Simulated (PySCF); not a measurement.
Relaxation of quartet IrF₃⁺

Method: PySCF, UB3LYP, basis Ir def2-SVP with ECP60, F def2-SVP (scalar-relativistic core potentials, no spin–orbit coupling, density fitting). A (50,194) grid was used.

A start displaced from a saddle point along its imaginary mode, of Cs symmetry, held to at least that symmetry:

```xyz
4
charge 1 multiplicity 4, angstrom
Ir    0.0568    0.0375    0.0000
F     1.8778   -0.2501    0.0003
F    -1.3396    1.2148   -0.0002
F    -1.1149   -1.3452   -0.0002
```

What does it relax to?

It ends at C2v with Ir–F 1.805 Å, Ir–F 1.823 Å (×2); F–Ir–F 100.3° (×2), F–Ir–F 159.5° (after a last refinement on a finer grid). The frequency run here used a shortcut that can spoil soft modes, so no verdict on minimum or saddle point is given.

How much energy is released, and in how many steps?

6.2 kJ/mol in 7 steps.

Open d and f shells are described by one determinant, and the ground state may have another occupation or spin. Spin–orbit coupling, left out here, can matter for elements this heavy.
